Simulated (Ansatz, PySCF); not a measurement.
Bond stretch in CLi (anion, charge -1), lowest singlet found (which spin is the ground state isn't settled by this scan).

Levels of theory: RKS-PBE = restricted PBE/aug-cc-pVDZ run with Ansatz (a first-principles code); RKS-B3LYP = restricted B3LYP/aug-cc-pVDZ (Ansatz); FCI = full CI/aug-cc-pVDZ, frozen core (Ansatz); RHF/aug-cc-pVDZ (Ansatz); RKS-B3LYP/6-31G* = restricted B3LYP/6-31G*, spherical d run with PySCF.

Energies are in kJ/mol, each relative to the lowest point of its own curve between 1.77 and 2.56 Å, where full CI is lowest.

```csv
R / Å,RKS-PBE,RKS-B3LYP,FCI,RHF,RKS-B3LYP/6-31G*
1.61,84.5,76.3,91.2,78.6,24.2
1.70,51.9,47.5,53.7,54.0,18.3
1.77,30.9,27.1,33.3,31.7,19.7
1.85,14.8,12.1,17.4,15.1,25.9
1.93,5.3,3.7,7.5,5.4,35.6
2.00,1.0,0.5,2.6,1.1,46.1
2.04,0.0,0.0,0.8,0.0,52.7
2.14,0.7,2.1,0.0,0.3,70.6
2.21,3.4,5.6,1.4,2.3,83.8
2.32,10.0,13.3,6.0,7.1,105.1
2.41,16.9,20.8,11.2,11.5,122.6
2.56,30.0,34.5,21.4,18.4,0.0
2.76,48.3,52.8,36.4,24.5,22.5
```

At the longest distance, 2.76 Å, RKS-B3LYP lies highest above its minimum (52.8 kJ/mol) and RKS-B3LYP/6-31G* lowest (22.5 kJ/mol).

The scan ran from 1.46 to 6.92 Å; beyond the distances shown full CI changes its symmetry label. The restricted form behind RKS-PBE, RKS-B3LYP, RHF, RKS-B3LYP/6-31G* keeps the bonding electrons paired and can't separate into open-shell fragments. Where the anion isn't bound against loss of the electron, the finite basis alone holds it. Also computed but left out beside FCI, since their determinant holds another spin at the minimum (<S²> over 0.7 above the pure value): UHF, UMP2, UCCSD, UCCSD(T), UCCSDT, UCCSDT(Q), UKS-BLYP, UKS-B3LYP, UKS-PBE, UKS-B3LYP/6-31G*, UKS-B3LYP/3-21G, UHF/LANL2DZ, UKS-B3LYP/6-311+G**.
